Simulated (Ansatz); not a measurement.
`CBOCN` and `NBOCN` differ in one atom or group.

Ansatz, PBE0-D4/def2-TZVP geometries, multiplicity 1. Each molecule was computed in one conformer, which needn't be the lowest.

| property | `CBOCN` |
| --- | --- |
| HOMO energy (ωB97M-V/def2-TZVPP) / eV | -9.85 |
| HOMO energy (B3LYP/def2-TZVPP) / eV | -7.18 |
| LUMO energy (B3LYP/def2-TZVPP) / eV | 0.09 |
| HOMO–LUMO gap (PBE0/def2-TZVPP) / eV | 7.76 |
| HOMO–LUMO gap (B3LYP/def2-TZVPP) / eV | 7.27 |
| LUMO energy (PBE/def2-TZVPP) / eV | -0.66 |

(1) What does the change do to each property? (Estimate.)

## Answers

(1) The calculation gave: 
| property | `NBOCN` | shift |
| --- | --- | --- |
| HOMO energy (ωB97M-V/def2-TZVPP) / eV | -9.61 | 0.24 |
| HOMO energy (B3LYP/def2-TZVPP) / eV | -6.94 | 0.24 |
| LUMO energy (B3LYP/def2-TZVPP) / eV | 0.81 | 0.72 |
| HOMO–LUMO gap (PBE0/def2-TZVPP) / eV | 8.35 | 0.59 |
| HOMO–LUMO gap (B3LYP/def2-TZVPP) / eV | 7.75 | 0.48 |
| LUMO energy (PBE/def2-TZVPP) / eV | 0.32 | 0.98 |

With PBE0 the HOMO rises by 0.24 eV and the LUMO rises by 0.82 eV, so the gap widens by about 0.58 eV. PBE moves the HOMO by 0.26 eV and ωB97M-V by 0.24 eV.

B3LYP here is the variant with VWN-RPA as its local correlation; programs differ in this.
